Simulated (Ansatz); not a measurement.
```xyz
8

F    -0.771   -1.407   -2.381
In   -0.245    0.348   -1.781
F    -0.161    1.727   -3.116
O     0.182    0.712    0.078
Si    0.234   -0.153    1.475
H     1.129   -1.334    1.335
H    -1.123   -0.633    1.850
H     0.756    0.741    2.539
```

Charge 0, multiplicity 1. In takes the def2 core potential.

(1) List the PBE/def2-TZVPP orbital energies in eV (the Gaussian-basis code of Ansatz). (Best estimate.)

Answers

(1) The calculation gave: Occupied: -1780.24, -659.34, -659.25, -510.82, -137.91, -123.26, -94.69, -94.62, -94.62, -81.11, -80.75, -80.73, -28.37, -28.25, -24.68, -20.18, -20.18, -20.17, -19.87, -19.81, -13.55, -11.73, -10.38, -10.14, -9.64, -9.35, -9.28, -9.07, -9.01, -8.95, -7.72, -7.61. Lowest empty: -3.99, -2.06, -0.69, -0.06, 0.65, 0.78, 0.98, 1.33.
